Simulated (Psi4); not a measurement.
# AlN2H5S (SMILES [NH2][Al]([NH2])[SH]): the HOMO–LUMO gap, rung by rung

AlN2H5S: 9 atoms, total charge 0, spin state singlet. As SMILES, `[NH2][Al]([NH2])[SH]`. The shape was relaxed beforehand at PBE0/def2-TZVP.

Each level gives the HOMO–LUMO gap (eV). The values are calculated.

```tsv
level	kind	program	value (eV)	CPU time
PBE-D4/def2-TZVPP (density fitting)	GGA	Psi4	4.91	46 s
r2SCAN-D4/def2-TZVPP (density fitting)	meta-GGA	Psi4	5.75	96 s
B3LYP-D4/def2-TZVPP (density fitting)	global hybrid	Psi4	6.58	39 s
PBE0-D4/def2-TZVPP (density fitting)	global hybrid	Psi4	7.14	38 s
wB97M-V/def2-TZVPP (density fitting)	range-separated hybrid	Psi4	10.92	1.9 min
```

The values span 4.91 to 10.92 eV. Orbital gaps aren't excitation energies; they tend to grow with the share of exact exchange. Times are those of the runs behind each value, whatever else they computed, on shared processors of several kinds: orders of magnitude only.
